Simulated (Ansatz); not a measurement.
Reaction (isomerisation): `CC(C)(C)N[SiH2]NC(C)(C)C` → `CCN(CC)[SiH2]N(CC)CC`

Isolated molecules relaxed with PBE0-D4/def2-TZVP in Ansatz; ΔE leaves out vibrations. CCSD(T)/CBS adds triple-zeta CCSD(T) − MP2 to the extrapolated MP2 energy (def2 sets, frozen cores). Functionals use def2-TZVPP. Each species was taken in one conformer, which may not be the lowest.

`CC(C)(C)N[SiH2]NC(C)(C)C`:

Cartesian coordinates in Å:
```
C 3.379 -0.003 -1.157
C 2.066 -0.465 -1.793
C 2.014 -1.988 -1.806
C 1.988 0.049 -3.227
N 0.914 0.068 -1.068
Si 0.286 -0.378 0.471
N -1.239 0.417 0.514
C -2.164 0.601 1.632
C -1.402 1.064 2.867
C -3.168 1.677 1.232
C -2.908 -0.698 1.946
H 4.245 -0.378 -1.710
H 3.434 1.089 -1.141
H 3.453 -0.358 -0.126
H 1.065 -2.336 -2.219
H 2.827 -2.385 -2.418
H 2.119 -2.403 -0.801
H 2.832 -0.313 -3.819
H 1.062 -0.283 -3.700
H 2.010 1.143 -3.248
H 0.789 1.054 -1.259
H 0.259 -1.869 0.537
H 1.068 0.069 1.661
H -1.740 0.328 -0.361
H -0.707 0.300 3.221
H -0.828 1.968 2.650
H -2.101 1.281 3.677
H -2.653 2.616 1.016
H -3.895 1.851 2.028
H -3.720 1.377 0.336
H -2.205 -1.485 2.230
H -3.618 -0.563 2.767
H -3.464 -1.044 1.070
```

`CCN(CC)[SiH2]N(CC)CC`:

Z-matrix (Å, degrees):
```
C
C 1 1.521
H 1 1.093 2 111.4
H 1 1.093 2 110.8 3 119.8
H 1 1.092 2 110.4 3 -120.1
N 2 1.450 1 113.8 3 58.4
H 2 1.096 1 108.9 3 179.7
H 2 1.097 1 109.7 3 -65.3
C 6 1.447 2 116.4 1 -79.4
Si 6 1.713 2 119.5 1 103.0
C 9 1.522 6 114.1 2 -76.3
H 9 1.094 6 108.3 2 162.1
H 9 1.098 6 109.7 2 46.9
N 10 1.715 6 113.2 2 -57.4
H 10 1.493 6 103.3 2 179.7
H 10 1.491 6 113.1 2 59.8
H 11 1.093 9 111.7 6 58.5
H 11 1.093 9 110.5 6 -61.6
H 11 1.093 9 110.7 6 178.4
C 14 1.447 10 124.1 6 122.2
C 14 1.450 10 119.3 6 -61.6
C 20 1.522 14 113.8 10 -109.2
H 20 1.098 14 110.3 10 127.4
H 20 1.093 14 108.2 10 12.1
C 21 1.521 14 113.9 10 -100.8
H 21 1.096 14 108.2 10 20.9
H 21 1.098 14 110.1 10 135.6
H 22 1.093 20 110.6 14 60.9
H 22 1.093 20 110.6 14 -179.1
H 22 1.092 20 111.8 14 -59.3
H 25 1.092 21 111.6 14 -60.4
H 25 1.093 21 110.7 14 179.8
H 25 1.092 21 110.6 14 59.7
```

| species | LDA (SPW92) energy (Eh) |
| --- | --- |
| `CC(C)(C)N[SiH2]NC(C)(C)C` | -712.25158 |
| `CCN(CC)[SiH2]N(CC)CC` | -712.22585 |

(1) Work out ΔE.

Largest T1 diagnostic among the species: 0.010.

Results:

(1) ΔE = (-712.22585) − (-712.25158) = 0.02573 Eh = +0.70 eV. CCSD(T)/CBS gives +0.82 eV.

From BLYP to BHLYP (50 % exact exchange), in def2-TZVPP and without D4, ΔE moves by +0.11 eV. At CCSD(T), def2-SVP lies −0.14 eV from the extrapolated value and def2-TZVPP −0.03 eV. In def2-TZVPP, CCSD(T) changes the Hartree–Fock value by +0.10 eV (the triples alone add +0.01 eV) and MP2 by +0.17 eV.
